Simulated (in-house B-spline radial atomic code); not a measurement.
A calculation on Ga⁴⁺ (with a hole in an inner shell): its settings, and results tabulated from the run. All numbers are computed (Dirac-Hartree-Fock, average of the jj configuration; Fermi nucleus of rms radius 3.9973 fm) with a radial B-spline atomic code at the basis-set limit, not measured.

In the input, a minus or plus after the letter marks the j = l - 1/2 or j = l + 1/2 subshell.

Command:
```bash
python run_scf.py task.json out
```
Settings (nuclear radius in fm, mass in u):
```
Z                31
configuration    1s2 2s2 2p6 3s2 3p-2 3p+3 3d-3 3d+6 4s1
hamiltonian      dirac
method           hf
spin_polarised   False
nucleus          fermi
rms_radius       3.9973
atomic_mass      68.92557
speed_of_light   137.035999084
```

Output (hartree, bohr):
```
 radial grid: 69 intervals, B-splines of order 8, outer radius 22.1277 bohr

 iter        energy (Eh)    residual
    1      -1917.2780638    6.83e-01
    2      -1927.6276637    6.73e-01
    3      -1933.6149463    1.55e-01
    4      -1934.0118124    3.55e-02
    5      -1934.0251396    1.92e-02
    6      -1934.0314090    9.38e-04
    7      -1934.0314161    1.48e-04
    8      -1934.0314164    2.68e-05
    9      -1934.0314165    1.19e-06
   10      -1934.0314165    7.38e-08

 total energy                    -1934.031416
 kinetic                           1973.62628
 electron-nucleus                 -4602.30255
 electron-electron                  694.64485

 first-order corrections (not in the total)
   Gaunt                            0.93350
   retardation                     -0.08584
   frequency dependence            -0.00314
   self-energy                      0.62842
   Uehling                         -0.05894
   Wichmann-Kroll                   0.00050
   recoil                           0.01150

 orbital      occ     eigenvalue          <r>       <r^2>       <1/r>     <1/r^2>       <r^4>       r_max    small
 1s1/2      2.000     -386.77506    0.0485718  0.00317483     31.3088     2023.31 2.59994e-05     0.03179  1.26e-02
 2s1/2      2.000      -52.06072     0.216578   0.0553883     6.91908     204.955  0.00533736       0.182  2.44e-03
 2p1/2      2.000      -46.20117     0.187988   0.0433887     6.84786     66.1661  0.00381544      0.1445  2.40e-03
 2p3/2      4.000      -45.17303     0.191854   0.0451062     6.66524     60.7778  0.00412251      0.1475  2.35e-03
 3s1/2      2.000       -9.04782     0.639983    0.470737     2.22096     31.9718    0.351446      0.5606  5.57e-04
 3p1/2      2.000       -7.08795     0.655488    0.502677      2.0971     9.97917    0.426442       0.558  5.10e-04
 3p3/2      3.000       -7.04897     0.663121    0.514399     2.06865     9.35042    0.445886      0.5655  5.06e-04
 3d3/2      3.000       -3.70830     0.706712     0.61576     1.79456     4.22708    0.795894      0.5202  3.96e-04
 3d5/2      6.000       -3.65205     0.712016     0.62564     1.78249     4.16887    0.824286      0.5224  3.92e-04
 4s1/2      1.000       -2.16485      1.79384     3.61198    0.728604     4.11063     19.1549       1.607  9.39e-05
```

Cost of the run: 0.94 s on 1 thread of Intel(R) Xeon(R) Platinum 8488C (shared host).

For the Dirac Hamiltonian the kinetic term is c α·p + (β - 1)c².
